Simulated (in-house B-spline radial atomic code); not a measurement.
## Ionising Dy with different functionals

Computed with an all-electron radial atomic-structure program (B-spline basis): scalar-relativistic (spin-free X2C) Hamiltonian, Fermi nucleus of rms radius 5.2218 fm, spin-polarised at highest spin, spherical fractional occupations for the functionals, and exact exchange of hybrids averaged over the configuration. The ionisation energy is the difference of two self-consistent energies, [Xe] 4f10 6s2 → [Xe] 4f10 6s1, without Breit or QED terms; ε is the level of the shell that loses the electron (its least bound occupied spin orbital). There is no spin-orbit coupling in this Hamiltonian.

```json
{"method": "PBE0", "rung": "global hybrid", "ΔSCF (eV)": "5.82", "-ε(6s) (eV)": "4.19"}
{"method": "B3LYP", "rung": "global hybrid", "ΔSCF (eV)": "6.02", "-ε(6s) (eV)": "4.11"}
{"method": "TPSSh", "rung": "global hybrid", "ΔSCF (eV)": "5.77", "-ε(6s) (eV)": "3.87"}
{"method": "BHandHLYP", "rung": "global hybrid", "ΔSCF (eV)": "5.76", "-ε(6s) (eV)": "4.58"}
{"method": "r2SCAN0", "rung": "global hybrid", "ΔSCF (eV)": "?", "-ε(6s) (eV)": "?"}
{"method": "B97-1", "rung": "global hybrid", "ΔSCF (eV)": "?", "-ε(6s) (eV)": "?"}
{"method": "HSE06", "rung": "range-separated hybrid", "ΔSCF (eV)": "5.83", "-ε(6s) (eV)": "3.88"}
{"method": "wB97X", "rung": "range-separated hybrid", "ΔSCF (eV)": "6.12", "-ε(6s) (eV)": "5.82"}
{"method": "CAM-B3LYP", "rung": "range-separated hybrid", "ΔSCF (eV)": "5.93", "-ε(6s) (eV)": "5.03"}
{"method": "LC-wPBE", "rung": "range-separated hybrid", "ΔSCF (eV)": "5.62", "-ε(6s) (eV)": "5.79"}
```

(1) What does r2SCAN0 give?

(2) What does B97-1 give?

(3) Among the functionals, which spreads more, the ΔSCF values or the orbital energies?

(4) How do they compare with the NIST value?

## Answers

(1) ΔSCF 5.67 eV, and -ε(6s) = 4.22 eV.

(2) ΔSCF 6.07 eV, and -ε(6s) = 4.04 eV.

(3) The orbital energies: ΔSCF values span about 0.50 eV and the orbital energies 1.95 eV.

(4) NIST lists 5.939 eV (measured, ground level to ground level). Errors run from -0.32 to +0.18 eV; CAM-B3LYP is closest (-0.01 eV), but part of that can be cancellation, since the calculations leave out spin-orbit coupling, Breit-QED terms, multiplet and fine-structure energies.
